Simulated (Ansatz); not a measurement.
Cartesian coordinates (Å):
```xyz
26

C     -1.7792     0.0000     0.0000
C     -0.8920    -0.8920    -0.8920
C      0.0000    -1.7792     0.0000
C      0.8920    -0.8920     0.8920
C      0.0000     0.0000     1.7792
C     -0.8920     0.8920     0.8920
C      0.0000     1.7792     0.0000
C      0.8920     0.8920    -0.8920
C      0.0000     0.0000    -1.7792
C      1.7792     0.0000     0.0000
H     -2.4417     0.6313    -0.6313
H     -2.4417    -0.6312     0.6313
H     -1.5336    -1.5336    -1.5336
H      0.6312    -2.4417    -0.6313
H     -0.6313    -2.4417     0.6313
H      1.5336    -1.5336     1.5336
H      0.6313     0.6313     2.4417
H     -0.6313    -0.6313     2.4417
H     -1.5336     1.5336     1.5336
H      0.6313     2.4417     0.6313
H     -0.6312     2.4417    -0.6313
H      1.5336     1.5336    -1.5336
H      0.6312    -0.6313    -2.4417
H     -0.6313     0.6313    -2.4417
H      2.4417     0.6312     0.6312
H      2.4417    -0.6313    -0.6313
```
Charge 0, multiplicity 1.

**Question.** What LUMO, dipole moment, HOMO, vertical ionisation energy (Delta-SCF) and total energy does PBE0-D3(BJ)/def2-SVP // PBE-D3(BJ)/def2-SVP (Ansatz, a first-principles code) give?

**Answer.** 
The LUMO is 1.26 eV, the dipole moment is 0.00 D and the HOMO comes out as -7.81 eV. The vertical ionisation energy (Delta-SCF) is 9.49 eV and the total energy comes out as -390.0187 Ha.
